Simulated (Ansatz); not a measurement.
```xyz
25

C     2.953    0.054    0.645
N     2.011   -0.130   -0.437
Hf   -0.039   -0.038   -0.427
N    -0.756   -1.183   -1.963
C    -0.469   -2.596   -2.104
N    -0.590    1.916   -0.705
C    -1.818    2.564   -0.295
N    -0.834   -0.650    1.364
C    -0.610    0.007    2.634
H     3.529   -0.854    0.869
H     2.424    0.322    1.565
H     3.672    0.860    0.447
H     2.489   -0.393   -1.290
H    -1.334   -0.843   -2.718
H     0.063   -2.832   -3.034
H    -1.372   -3.219   -2.070
H     0.175   -2.933   -1.283
H     0.058    2.584   -1.102
H    -2.480    1.838    0.185
H    -2.372    2.993   -1.140
H    -1.651    3.370    0.432
H    -1.432   -1.458    1.471
H    -0.063   -0.620    3.352
H    -0.012    0.915    2.490
H    -1.543    0.327    3.116
```

Total charge 0; spin multiplicity 1. Hf takes the def2 core potential.

Question: List the ωB97M-V/def2-TZVPP orbital energies in eV (Ansatz). (An estimate is asked.)

Answer: The calculation gave: Occupied: -393.41, -393.35, -393.33, -393.30, -281.81, -281.75, -281.68, -281.61, -69.55, -37.96, -37.92, -37.90, -26.32, -26.10, -26.05, -26.00, -20.61, -20.60, -20.45, -20.42, -15.51, -15.38, -15.25, -15.21, -14.16, -14.12, -13.99, -13.93, -13.86, -13.58, -13.45, -13.35, -11.54, -11.28, -11.23, -11.14, -9.04, -8.76, -8.43, -8.39. Lowest empty: 1.51, 2.18, 2.65, 2.82, 3.19, 3.38, 3.40, 3.54.
